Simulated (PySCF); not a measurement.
**Basis-set dependence of SbF at HF**

PySCF, UHF reference; triplet, unpaired electrons π ↑↑; De to Sb + F without counterpoise correction.

| basis | relativity | functions | Re (Å) | ωe (cm⁻¹) | De (eV) | μ (D) |
| --- | --- | --- | --- | --- | --- | --- |
| cc-pVDZ-PP/cc-pVDZ | scalar-relativistic core potentials | 37 | 1.935 | 650 | 1.73 | -3.07 |
| def2-SVP | scalar-relativistic core potentials | 40 | 1.931 | 652 | 1.84 | -3.06 |
| x2c-SVPall | spin-free X2C | 50 | 1.928 | 654 | 1.87 | -3.00 |
| def2-SVPD | scalar-relativistic core potentials | 55 | 1.942 | 626 | 2.12 | -2.94 |
| def2-TZVPP | scalar-relativistic core potentials | 81 | 1.895 | 653 | 2.18 | -2.58 |
| def2-TZVPPD | scalar-relativistic core potentials | 96 | 1.897 | 646 | 2.21 | -2.50 |

(1) How does each smaller set differ from the one with most functions, def2-TZVPPD?

A positive dipole means Sb(−)F(+). Spin–orbit coupling is left out, which matters for elements this heavy, above all for dissociation energies. Hartree–Fock leaves out correlation, which carries a large part of most bond energies and some tenths to 1 eV of ionisation energies. The state is the lowest determinant that a PBE0 search found; another state may lie lower at other levels.

## Answers

(1) cc-pVDZ-PP/cc-pVDZ: +3.8 pm, +0.6 % in ωe, -0.48 eV in De; def2-SVP: +3.4 pm, +0.9 % in ωe, -0.37 eV in De; x2c-SVPall: +3.1 pm, +1.2 % in ωe, -0.34 eV in De; def2-SVPD: +4.5 pm, -3.1 % in ωe, -0.09 eV in De; def2-TZVPP: -0.2 pm, +1.1 % in ωe, -0.03 eV in De. All at HF; the set with most functions is neither the basis-set limit nor always the best. The rows treat relativity differently, so the differences are not basis effects alone.
